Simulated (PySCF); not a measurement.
Ga(H)(Et)(NH2), SMILES [CH2]([GaH][NH2])C (C₂H₈GaN), B3LYP/def2-SVP optimised geometry.

```
12

Ga     0.85    -0.13     0.00
H      2.43    -0.13     0.00
C     -0.32    -1.74     0.00
C     -1.83    -1.46     0.00
H     -0.04    -2.35     0.88
H     -0.04    -2.35    -0.88
H     -2.15    -0.88    -0.88
H     -2.14    -0.88     0.89
H     -2.43    -2.39     0.00
N      0.07     1.52     0.00
H      0.58     2.39     0.00
H     -0.93     1.68     0.00
```

Density from B3LYP/def2-TZVP run with PySCF at that geometry.

Minimum of the electron density along straight lines between bonded atoms, close to the bond critical point (lines longer than 1.1 times the sum of covalent radii, or with two minima, are not listed):

```csv
bond,length / Å,ρ at the minimum / e bohr⁻³,∇²ρ there / e bohr⁻⁵,position (fraction from the first atom)
Ga1–H2,1.572,0.113,0.14,0.60
Ga1–C3,1.988,0.112,0.18,0.48
C3–C4,1.534,0.240,-0.58,0.50
C3–H5,1.105,0.267,-0.87,0.64
C3–H6,1.105,0.267,-0.87,0.64
C4–H7,1.103,0.272,-0.91,0.64
C4–H8,1.103,0.272,-0.91,0.64
C4–H9,1.104,0.271,-0.91,0.64
Ga1–N10,1.827,0.130,0.57,0.48
N10–H11,1.015,0.332,-1.56,0.73
N10–H12,1.015,0.332,-1.56,0.73
```
